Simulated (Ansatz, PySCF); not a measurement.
Ga(Cl)(SH)2 (ClGaH₂S₂), SMILES [Ga]([SH])([SH])[Cl].

Coordinates come from a PBE0-D3(BJ)/def2-SVP optimisation. Other conformers were not sampled.

Vertical ionisation energy (IE) and electron affinity (EA) in eV. Rows of orbital energies are one-electron estimates. Where ΔSCF, EOM or ADC give a negative EA the extra electron is unbound and the value depends on the basis.

```tsv
level	IE	EA
−ε(HOMO), −ε(LUMO), M06-2X/def2-TZVP (PySCF)	9.11	0.47
−ε(HOMO), −ε(LUMO), PBE/def2-TZVP (PySCF)	6.71	2.19
ΔSCF, PBE0/def2-SVPD (Ansatz), final states of multiplicity 2 and 2	9.96	0.14
ΔSCF, PBE/def2-SVPD (Ansatz), final states of multiplicity 2 and 2	[?]	[?]
```

### Question
What belongs in the gaps? (An estimate is asked for; the answer gives what the named calculation found.)

### Answer

- ΔSCF, PBE/def2-SVPD (Ansatz, a program for electronic structure), final states of multiplicity 2 and 2, IE: 9.61
- ΔSCF, PBE/def2-SVPD (Ansatz), final states of multiplicity 2 and 2, EA: 0.31

### Question
What vertical singlet–triplet gap does ΔSCF give with PBE0/def2-SVPD (Ansatz) and with PBE/def2-SVPD (Ansatz)? (An estimate is asked for; the answer gives what the named calculation found.)

### Answer
4.92 and 4.45 eV (triplet above singlet where positive).
